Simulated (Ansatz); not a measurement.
Cartesian coordinates (Å):
```xyz
5

N     -0.7638    -0.0706    -0.0053
Al     0.8433    -0.8056     0.0208
Cl     2.4891     0.5278     0.0124
H     -0.9329     0.9254    -0.0237
H     -1.6357    -0.5769    -0.0042
```
Charge 0, spin multiplicity 2.

All values below come from frozen-core CCSD(T)/cc-pVTZ // r2SCAN-D4/def2-TZVP in Ansatz (a program for electronic structure).

```json
{
 "HF energy": "-757.17226 Ha",
 "MP2 correlation energy": "-0.45712 Ha"
}
```

### Question
Estimate the CCSD correlation energy, the (T) correction, the total energy and the T1 diagnostic.

### Answer

```json
{
 "CCSD correlation energy": "-0.48354 Ha",
 "(T) correction": "-0.01930 Ha",
 "CCSD(T) total energy": "-757.67511 Ha",
 "T1 diagnostic": "0.013"
}
```
